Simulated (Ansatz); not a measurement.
Spin states of H3O3Pt (SMILES [OH][Pt]([OH])[OH]), each relaxed at B3LYP-D3(BJ)/def2-TZVP; lowest solutions found, singlets restricted, no spin–orbit coupling, no relativity up to Kr.
Multiplicity 2 (charge 0, multiplicity 2):
```xyz
7

Pt     0.215     0.078    -0.338
O      1.944    -0.743    -0.315
H      2.488    -0.515    -1.084
O     -0.264    -0.743     1.340
H     -1.168    -0.414     1.490
O     -1.548     0.845    -0.248
H     -1.769     1.416    -0.994
```
Multiplicity 4 (charge 0, multiplicity 4):
```xyz
7

Pt     0.0044    -0.0231    -0.2872
O      1.8020    -0.6735    -0.3260
H      2.3833    -0.2752    -0.9864
O     -0.6403    -1.0718     1.3327
H     -0.4649    -0.5428     2.1271
O     -1.6134     0.9298    -0.6487
H     -1.5730     1.5810    -1.3606
```

Programs: Ansatz (a quantum-chemistry and plane-wave program).  In def2 rows elements past Kr take small-core potentials, without spin–orbit coupling.

The energy of multiplicity 4 less that of multiplicity 2 (kcal/mol) and the share of exact exchange:

```
functional          exact exchange (%)  value
------------------  ------------------  -----
PBE/def2-TZVPP                       0  16.13
PBE0/def2-TZVPP                     25  19.59
BLYP/def2-TZVPP                      0  15.18
B3LYP/def2-TZVPP                    20  18.47
BHLYP/def2-TZVPP                    50  21.50
r2SCAN/def2-TZVPP                    0  14.95
r2SCANh/def2-TZVPP                  10  16.12
```

**Question.** Take the value as linear in the share of exact exchange along PBE and PBE0. Give the slope, say whether the sign turns, and set the other functionals against that line.

**Answer.** 
Slope: (19.59 − (16.13))/2.5 = 1.39 kcal/mol for each 10 %. The line keeps its sign from 0 to 100 %. At 50 % it gives 23.1 kcal/mol. The LYP pair gives (21.50 − (15.18))/5 = 1.26 for each 10 %. BHLYP, at 50 %, lies -1.6 from the PBE line. B3LYP, at 20 %, lies -0.4 from the PBE line. r2SCAN, with none, stands -1.2 from PBE. The r2SCAN pair gives 1.17 for 10 %.
